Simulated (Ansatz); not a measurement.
Reactions of CH5FOSi2, SMILES `FC1O[SiH2][SiH2]1`.

Isolated molecules relaxed with PBE0-D4/def2-TZVP in Ansatz; ΔE leaves out vibrations. CBS: MP2 limit from def2 TZ/QZ plus the TZ coupled-cluster correction, frozen cores. This one scheme is used for every species, atoms too. Functionals use def2-TZVPP. Open shells (•) are unrestricted, without spin–orbit coupling. Spin–orbit coupling would lower the free atoms: a little for C, F, O, Si. One conformer a species, not always the lowest.

| reaction | B2PLYP (kJ/mol) |
| --- | --- |
| `FC1O[SiH2][SiH2]1` → `O=C[SiH](F)[SiH3]` | -95 |
| `FC1O[SiH2][SiH2]1` + H₂S → `SC1O[SiH2][SiH2]1` + H–F | -13 |
| `FC1O[SiH2][SiH2]1` → `F[C@H]1O[Si@H]1[SiH3]` | 64 |
| `FC1O[SiH2][SiH2]1` + H₂ → `C1O[SiH2][SiH2]1` + H–F | -74 |
| `FC1O[SiH2][SiH2]1` → C• + F• + 5 H• + O• + 2 Si• | 3403 |

Give the CCSD(T)/CBS values in the same order. (Best estimate.)

The calculation gave: -89, -27, 68, -81, 3459 kJ/mol.

Largest T1 diagnostic: 0.016, for `F[C@H]1O[Si@H]1[SiH3]`.
